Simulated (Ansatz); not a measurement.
Ideal-gas functions of C₂H₃Se (`C=C[Se]`) radical at 800 K and 1 bar, from an Ansatz frequency run at PBE0-D4/def2-TZVP.

Molar mass 106.01 g/mol, point group Cs (symmetry number 1), electronic degeneracy 2, moments of inertia 9.306, 119.32, 128.626 u Å². Harmonic wavenumbers (cm⁻¹, unscaled): 342, 433, 648, 966, 979, 1025, 1292, 1370, 1550, 3144, 3174, 3247.

Use S(trans) = R[1.5 ln M + 2.5 ln T − 1.1517]; rotational temperatures θ = 24.2544 K / I; S(rot) = R[ln(√π/σ · √(T³/θAθBθC)) + 1.5]; for each mode x = 1.438777 ν̃/T, S = R[x/(eˣ − 1) − ln(1 − e⁻ˣ)] and H = RT x/(eˣ − 1); 1 cm⁻¹ = 0.0119627 kJ/mol; R = 8.31446 J/(mol·K).

Q: By hand: the entropy, in J/(mol·K).

A: Translation 187.5. Rotation: θ = 2.6063, 0.2033, 0.1886 K, giving 110.2. Vibration, mode by mode: 12.49, 10.60, 7.50, 4.69, 4.61, 4.31, 2.95, 2.65, 2.05, 0.19, 0.19, 0.17, in all 52.4. Electronic 5.8. Sum 355.9 J/(mol·K).

Q: By hand: H − E and G − E in kJ/mol, counted from the electronic energy.

A: Zero-point energy ½ × 18170 × 0.0119627 = 108.7; thermal vibration 24.7; translation, rotation and pV give 4 RT = 26.6. H − E = 160.0 kJ/mol, and G − E = 160.0 − 800 × 355.9/1000 = -124.7 kJ/mol.

Vibration gives 15 % of the entropy.
